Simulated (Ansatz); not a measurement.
System: C$_{3}$H$_{9}$B, net charge 0, singlet state. 
Geometry from a B3LYP-D3(BJ)/def2-TZVP (Ansatz, a quantum-chemistry and plane-wave program) optimisation:
```
B
C 1 1.5705
H 2 1.0916 1 115.16
H 2 1.0940 3 109.14 1 -127.60
H 2 1.0995 3 107.12 4 -113.31
C 1 1.5709 2 120.17 3 -166.49
H 6 1.0914 1 115.21 2 -6.80
H 6 1.0948 7 108.88 1 126.15
H 6 1.0985 7 107.53 8 113.17
C 1 1.5713 2 119.75 3 13.03
H 10 1.0913 1 115.30 2 170.96
H 10 1.0951 11 108.77 1 125.95
H 10 1.0982 11 107.67 12 113.12
```
Charge 0, spin multiplicity 1.

Parts of the frozen-core correlation energy in cc-pwCVTZ (Ansatz, hartree). Frozen orbitals: 4; correlated occupied orbitals by spin: 12 and 12; virtual: 282 and 282. Spin-orbit coupling is left out. No relativistic terms.

| term | value |
|---|---|
| reference (HF) | -143.59743 |
| MP2 opposite-spin | -0.51245 |
| MP2 same-spin | -0.13570 |
| CCSD correlation | -0.69779 |
| (T) | -0.02617 |
| T1 diagnostic | 0.010 |
| largest doubles amplitude | 0.024 |
